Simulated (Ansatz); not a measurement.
Calculation: Ansatz (a program for electronic structure) with PBE0-D3(BJ)/def2-TZVP. No frequencies were computed at this level.

Ansatz 0.2 input:
```yaml
crystal:
  periodic: [false, false, false]
  atoms:
    - { symbol: S, position_ang: [-0.485137, 1.78429, 1.286599] }
    - { symbol: Ge, position_ang: [0.004346, -0.008774, -0.002736] }
    - { symbol: S, position_ang: [1.783567, 0.370782, -1.347671] }
    - { symbol: S, position_ang: [0.419762, -1.686813, 1.456942] }
    - { symbol: S, position_ang: [-1.701578, -0.501678, -1.403614] }
    - { symbol: H, position_ang: [-0.875585, 2.527946, 0.257737] }
    - { symbol: H, position_ang: [2.577746, 0.720535, -0.342835] }
    - { symbol: H, position_ang: [0.848179, -2.5181, 0.513421] }
    - { symbol: H, position_ang: [-2.571302, -0.688186, -0.417844] }
basis:
  gaussian: { orbitals: def2-tzvp }
hamiltonian:
  xc: pbe0
  dispersion: d3bj
relax:
  max_steps: 150
```

Output:

```
Functional definition: PBE0
1661 factors; their error is unknown
mean field evaluation 1: about -99905.2124 eV, gradient 3.0e1 eV
mean field evaluation 2: about -99904.6088 eV, gradient 3.9e1 eV
mean field evaluation 4: about -99907.0248 eV, gradient 9.9e-1 eV
mean field evaluation 8: about -99907.3839 eV, gradient 3.2e-2 eV
mean field -99907.38387787 eV, -3671.5286378548 hartree, gradient 7.1e-5 eV, S^2 0.000000; 0 other end points of the search recorded, 0 dependent functions left out
reference -99907.38390706 eV, -3671.5286389273 hartree; 50, 50 occupied and 170, 170 virtual orbitals, 1661 factors
relax step   1: F+E_penalty+E_count = -99907.72344036 eV  Δ(F+E_penalty+E_count) = +0.000e0 eV  max|allowed force component| = 8.192e-1 eV/Å  Δτ_max = 0.0000 Å  (25 SCF iters, accepted)
these checks for a lower state are left out or cut short: starts, cluster_reference, orbital_swaps, neighbouring_geometries, increment
1661 factors; their error is unknown
mean field evaluation 16: about -99906.9923 eV, gradient 1.4e-1 eV
mean field -99907.35243520 eV, -3671.5274823580 hartree, gradient 1.2e-5 eV, S^2 0.000000; 0 other end points of the search recorded, 0 dependent functions left out
reference -99907.35246406 eV, -3671.5274834186 hartree; 50, 50 occupied and 170, 170 virtual orbitals, 1661 factors
relax step   2: F+E_penalty+E_count = -99907.70541996 eV  Δ(F+E_penalty+E_count) = +1.802e-2 eV  max|allowed force component| = 5.211e-1 eV/Å  Δτ_max = 0.1915 Å  (29 SCF iters, rejected (line search))
these checks for a lower state are left out or cut short: starts, cluster_reference, orbital_swaps, neighbouring_geometries, increment
1661 factors; their error is unknown
mean field -99907.46976807 eV, -3671.5317942612 hartree, gradient 1.5e-5 eV, S^2 0.000000; 0 other end points of the search recorded, 0 dependent functions left out
reference -99907.46979695 eV, -3671.5317953228 hartree; 50, 50 occupied and 170, 170 virtual orbitals, 1661 factors
relax step   3: F+E_penalty+E_count = -99907.81779967 eV  Δ(F+E_penalty+E_count) = -9.436e-2 eV  max|allowed force component| = 2.699e-1 eV/Å  Δτ_max = 0.0922 Å  (29 SCF iters, accepted)
these checks for a lower state are left out or cut short: starts, cluster_reference, orbital_swaps, neighbouring_geometries, increment
1661 factors; their error is unknown
mean field evaluation 32: about -99907.4781 eV, gradient 3.8e-5 eV
mean field -99907.47814091 eV, -3671.5321019576 hartree, gradient 9.7e-6 eV, S^2 0.000000; 0 other end points of the search recorded, 0 dependent functions left out
reference -99907.47816970 eV, -3671.5321030155 hartree; 50, 50 occupied and 170, 170 virtual orbitals, 1661 factors
relax step   4: F+E_penalty+E_count = -99907.82735717 eV  Δ(F+E_penalty+E_count) = -9.558e-3 eV  max|allowed force component| = 6.009e-2 eV/Å  Δτ_max = 0.0257 Å  (29 SCF iters, accepted)
these checks for a lower state are left out or cut short: starts, cluster_reference, orbital_swaps, neighbouring_geometries, increment
1661 factors; their error is unknown
mean field -99907.47946861 eV, -3671.5321507497 hartree, gradient 8.9e-6 eV, S^2 0.000000; 0 other end points of the search recorded, 0 dependent functions left out
reference -99907.47949739 eV, -3671.5321518071 hartree; 50, 50 occupied and 170, 170 virtual orbitals, 1661 factors
relax step   5: F+E_penalty+E_count = -99907.82839921 eV  Δ(F+E_penalty+E_count) = -1.042e-3 eV  max|allowed force component| = 3.931e-2 eV/Å  Δτ_max = 0.0170 Å  (29 SCF iters, accepted)
these checks for a lower state are left out or cut short: starts, cluster_reference, orbital_swaps, neighbouring_geometries, increment
1661 factors; their error is unknown
mean field -99907.48093580 eV, -3671.5322046677 hartree, gradient 2.6e-5 eV, S^2 0.000000; 0 other end points of the search recorded, 0 dependent functions left out
reference -99907.48096454 eV, -3671.5322057239 hartree; 50, 50 occupied and 170, 170 virtual orbitals, 1661 factors
relax step   6: F+E_penalty+E_count = -99907.82945808 eV  Δ(F+E_penalty+E_count) = -1.059e-3 eV  max|allowed force component| = 5.474e-3 eV/Å  Δτ_max = 0.0525 Å  (28 SCF iters, accepted)
these checks for a lower state are left out or cut short: starts, cluster_reference, orbital_swaps, neighbouring_geometries, increment
1661 factors; their error is unknown
mean field -99907.47442574 eV, -3671.5319654276 hartree, gradient 9.3e-6 eV, S^2 0.000000; 0 other end points of the search recorded, 0 dependent functions left out
reference -99907.47445458 eV, -3671.5319664873 hartree; 50, 50 occupied and 170, 170 virtual orbitals, 1661 factors
relax step   7: F+E_penalty+E_count = -99907.82217163 eV  Δ(F+E_penalty+E_count) = +7.286e-3 eV  max|allowed force component| = 3.119e-1 eV/Å  Δτ_max = 0.0837 Å  (29 SCF iters, rejected (line search))
these checks for a lower state are left out or cut short: starts, cluster_reference, orbital_swaps, neighbouring_geometries, increment
1661 factors; their error is unknown
mean field -99907.48127882 eV, -3671.5322172734 hartree, gradient 8.3e-6 eV, S^2 0.000000; 0 other end points of the search recorded, 0 dependent functions left out
reference -99907.48130754 eV, -3671.5322183292 hartree; 50, 50 occupied and 170, 170 virtual orbitals, 1661 factors
relax step   8: F+E_penalty+E_count = -99907.82965300 eV  Δ(F+E_penalty+E_count) = -1.949e-4 eV  max|allowed force component| = 2.512e-2 eV/Å  Δτ_max = 0.0210 Å  (30 SCF iters, accepted)
these checks for a lower state are left out or cut short: starts, cluster_reference, orbital_swaps, neighbouring_geometries, increment
1661 factors; their error is unknown
mean field evaluation 64: about -99907.1106 eV, gradient 1.8e0 eV
mean field -99907.48139055 eV, -3671.5322213795 hartree, gradient 8.9e-6 eV, S^2 0.000000; 0 other end points of the search recorded, 0 dependent functions left out
reference -99907.48141927 eV, -3671.5322224351 hartree; 50, 50 occupied and 170, 170 virtual orbitals, 1661 factors
relax step   9: F+E_penalty+E_count = -99907.82966519 eV  Δ(F+E_penalty+E_count) = -1.218e-5 eV  max|allowed force component| = 5.531e-2 eV/Å  Δτ_max = 0.0277 Å  (29 SCF iters, accepted)
these checks for a lower state are left out or cut short: starts, cluster_reference, orbital_swaps, neighbouring_geometries, increment
1661 factors; their error is unknown
mean field -99907.48152070 eV, -3671.5322261626 hartree, gradient 7.9e-6 eV, S^2 0.000000; 0 other end points of the search recorded, 0 dependent functions left out
reference -99907.48154943 eV, -3671.5322272183 hartree; 50, 50 occupied and 170, 170 virtual orbitals, 1661 factors
relax step  10: F+E_penalty+E_count = -99907.82984572 eV  Δ(F+E_penalty+E_count) = -1.805e-4 eV  max|allowed force component| = 2.693e-2 eV/Å  Δτ_max = 0.0090 Å  (30 SCF iters, accepted)
these checks for a lower state are left out or cut short: starts, cluster_reference, orbital_swaps, neighbouring_geometries, increment
1661 factors; their error is unknown
mean field -99907.48154361 eV, -3671.5322270045 hartree, gradient 8.0e-6 eV, S^2 0.000000; 0 other end points of the search recorded, 0 dependent functions left out
reference -99907.48157233 eV, -3671.5322280600 hartree; 50, 50 occupied and 170, 170 virtual orbitals, 1661 factors
relax step  11: F+E_penalty+E_count = -99907.82995161 eV  Δ(F+E_penalty+E_count) = -1.059e-4 eV  max|allowed force component| = 1.090e-3 eV/Å  Δτ_max = 0.0056 Å  (30 SCF iters, accepted)
1661 factors; their error is unknown
mean field evaluation 96: about -99907.4815 eV, gradient 1.4e-3 eV
mean field -99907.48154361 eV, -3671.5322270045 hartree, gradient 8.2e-6 eV, S^2 0.000000; 1 other end points of the search recorded, 0 dependent functions left out
reference -99907.48157233 eV, -3671.5322280600 hartree; 50, 50 occupied and 170, 170 virtual orbitals, 1661 factors
Total energy: -99907.82998033 eV, -3671.5450318178 hartree
Atom 0 at    -0.376033     1.739805     1.318114 Å, force     0.000312    -0.000162    -0.000128 eV/Å
Atom 1 at    -0.000193    -0.000024    -0.000403 Å, force    -0.000773    -0.000589    -0.000304 eV/Å
Atom 2 at     1.721348     0.281004    -1.365731 Å, force     0.000157     0.000360     0.000435 eV/Å
Atom 3 at     0.302446    -1.626262     1.472932 Å, force    -0.000402     0.000641    -0.000856 eV/Å
Atom 4 at    -1.648236    -0.394865    -1.427046 Å, force     0.001003     0.000145     0.001090 eV/Å
Atom 5 at    -0.838472     2.489050     0.303050 Å, force     0.000311    -0.000595     0.000115 eV/Å
Atom 6 at     2.489377     0.798594    -0.392161 Å, force    -0.000667     0.000139    -0.000554 eV/Å
Atom 7 at     0.817230    -2.453690     0.547760 Å, force    -0.000657     0.000235     0.000328 eV/Å
Atom 8 at    -2.467470    -0.833610    -0.456515 Å, force     0.000715    -0.000175    -0.000126 eV/Å
Dipole moment:     0.000145     0.000130     0.000400 e Å
```

Cost: about 4 core-minutes (a rough figure).
